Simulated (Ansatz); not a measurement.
Start from `O=CS[SiH2]O` and change one atom or group to get `CCSC=O`.

Ansatz, PBE0-D4/def2-TZVP geometries, multiplicity 1. Each molecule was computed in one conformer, which needn't be the lowest.

```
                               property  `O=CS[SiH2]O`
    LUMO energy (B3LYP/def2-TZVPP) / eV          -1.68
    HOMO–LUMO gap (PBE/def2-TZVPP) / eV           4.21
     HOMO energy (PBE0/def2-TZVPP) / eV          -8.16
      HOMO energy (PBE/def2-TZVPP) / eV          -6.69
  HOMO–LUMO gap (B3LYP/def2-TZVPP) / eV           6.24
HOMO–LUMO gap (ωB97M-V/def2-TZVPP) / eV          11.04
```

Question: What does the change do to each property? (Estimate.)

Answer: Ansatz gave: 
| property | `CCSC=O` | shift |
| --- | --- | --- |
| LUMO energy (B3LYP/def2-TZVPP) / eV | -1.03 | 0.65 |
| HOMO–LUMO gap (PBE/def2-TZVPP) / eV | 4.36 | 0.15 |
| HOMO energy (PBE0/def2-TZVPP) / eV | -7.52 | 0.64 |
| HOMO energy (PBE/def2-TZVPP) / eV | -6.19 | 0.50 |
| HOMO–LUMO gap (B3LYP/def2-TZVPP) / eV | 6.27 | 0.03 |
| HOMO–LUMO gap (ωB97M-V/def2-TZVPP) / eV | 11.11 | 0.07 |

B3LYP here is the variant with VWN-RPA as its local correlation; programs differ in this.
